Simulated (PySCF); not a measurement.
## Relaxation of singlet TeSF₄

Computed with PBE0 in PySCF with Te def2-SVP with ECP28, S def2-SVP, F def2-SVP; scalar-relativistic core potentials, no spin–orbit coupling; density-fitted integrals. A (50,194) grid was used.

A start displaced from a saddle point along its imaginary mode, of C2v symmetry, held to at least that symmetry:

Coordinates in bohr (charge 0 multiplicity 1):
```
Te    0.0000    0.0000   -0.1219
S     0.0000    0.0000    4.0146
F     3.5154    0.0000   -1.0472
F     0.0000    3.1399   -1.9143
F    -3.5154    0.0000   -1.0472
F     0.0000   -3.1399   -1.9143
```

(1) What forces act on the atoms at the start (eV/Å)?

(2) What does it relax to?

(3) How much energy is released, and in how many steps?

Answers

(1) 
```
atom     Fx     Fy     Fz
 Te1   0.00   0.00  -0.57
  S2   0.00   0.00   0.04
  F3  -0.45   0.00   0.10
  F4   0.00  -0.48   0.16
  F5   0.45   0.00   0.10
  F6   0.00   0.48   0.16
```

(2) It ends at C2v with Te–F 1.889 Å (×2), Te–F 1.909 Å (×2), Te–S 2.196 Å; F–Te–F 83.8° (×4), F–Te–F 104.7°, F–Te–F 159.5°, F–Te–S 100.2° (×2), F–Te–S 127.7° (×2) (after a last refinement on a finer grid). A frequency run shows a minimum. Other isomers or separated fragments may lie lower.

(3) 6.5 kJ/mol in 7 steps.

The relaxation took about 60 core-seconds on a shared host.
